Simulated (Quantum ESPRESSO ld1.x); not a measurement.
Question: These are the eigenvalues of the occupied orbitals of an atom or ion with whole-number occupations (hartree). All-electron calculation, Dirac Kohn-Sham, PBE, spin-unpolarised, spherical densities, point nucleus. Program: ld1.x of Quantum ESPRESSO 7.5.

1s1/2: -1760.31
2s1/2: -371.786
2p1/2: -358.761
2p3/2: -337.694
3s1/2: -145.112
3p1/2: -140.293
3p3/2: -134.979

Which element is it, and in what charge state? The configuration may be excited. Open shells, if any, are shared by 2j + 1.

Answer: Z = 61, promethium, charge +45: Pm45+ in [Ne] 3s2 3p4. The list shows which subshells hold electrons but not how many an open one holds; the 1s level, -1760.3 hartree, gives Z - s = 59.3 by -(Z - s)^2/2, which with screening and relativity narrows Z to a few neighbours, and the depths of the outer levels then fix element, charge and occupations together.
